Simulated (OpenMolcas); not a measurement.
# O²⁺: CASPT2 settings compared

| Quantity | Value |
| --- | --- |
| Program | OpenMolcas |
| Basis | ANO-R3 [4s4p2d1f] |
| Scalar Hamiltonian | X2C, finite nucleus |
| Active space | 2 electrons in 3 orbitals (2p) |
| State averaging | 2S+1 = 3 even, 3 roots; 2S+1 = 1 even, 6 roots kept (CI in the orbitals of an earlier block) |
| Spin-orbit coupling | state interaction with AMFI integrals over the reference wave functions, term energies averaged over their components |

Methods on the same reference wave functions:
A. CASSCF
B. SS-CASPT2, IPEA 0.75 Eh, no level shift (closed shells correlated: 1s 2s)
C. SS-CASPT2, IPEA 0.3 Eh, imaginary shift 0.4 Eh (closed shells correlated: 1s 2s)
D. SS-CASPT2, IPEA 0.2 Eh, no level shift (closed shells correlated: 1s 2s)

Energies in cm⁻¹ above 2s² 2p² ³P₀, the measured ground level; measured values from Moore, Selected Tables of Atomic Spectra, NSRDS-NBS 3, section 11.

```csv
Level,A,B,C,D,Measured
2s² 2p² ³P₀,0.0,0.0,0.0,0.0,0.0
2s² 2p² ³P₁,110,110,110,110,113
2s² 2p² ³P₂,326,326,326,326,
2s² 2p² ¹D₂,22993,20390,20660,20750,20273
2s² 2p² ¹S₀,57155,47020,46780,46720,43186
```

Deviations, from unrounded energies. A percentage is the sum of absolute deviations over the sum of measured energies, with the sign that they share, or ± where signs differ.

| Against measurement | Levels | A | B | C | D |
| --- | --- | --- | --- | --- | --- |
| mean absolute deviation (cm-1) | 3 | 5600 | 1300 | 1300 | 1300 |
| fine structure of the ground term (%) | 1 | -2.8 | -2.5 | -2.5 | -2.5 |
| other terms of the ground configuration (%) | 2 | +26.3 | +6.2 | +6.3 | +6.3 |

B, C, D lie about equally close to measurement and A furthest from it. The largest miss of B in the table is 2s² 2p² ¹S₀, by +3800 cm-1. The ranking rests on the paired levels alone, and a cruder setting can come out closer through cancelling errors.

Among B to D the level of the table that moves most is 2s² 2p² ¹D₂, by 360 cm-1 (lowest in B, highest in D). Moves below CASPT2's spread within the term are not significant.

The mean deviations of B to D differ by less than CASPT2's widest spread within a term (190 cm-1), so their order carries little weight.

From A to B the spin-free energies of the other terms of 2s² 2p² shown, above ³P, scale by factors of 0.82 to 0.89.

The lowest spin-free term lies below A's lowest term by 0.091 hartree in B, 0.096 hartree in C, 0.097 hartree in D.

CASPT2 does not keep the components of a term degenerate, so their means are used; among the terms shown or strongly mixed into the levels shown the widest spread is 190 cm-1 (2s² 2p² ¹D, B). Terms from blocks run as CI alone lack orbitals of their own. With the s shell closed, the reference lacks s² → p² mixing. Computed and measured levels are paired by configuration, term and J; levels that our copy of the source lacks, or whose pairing is in doubt (as where it misses far off the trend of its configuration), stay unpaired and out of the deviations. Levels of configurations outside the active space are missing.
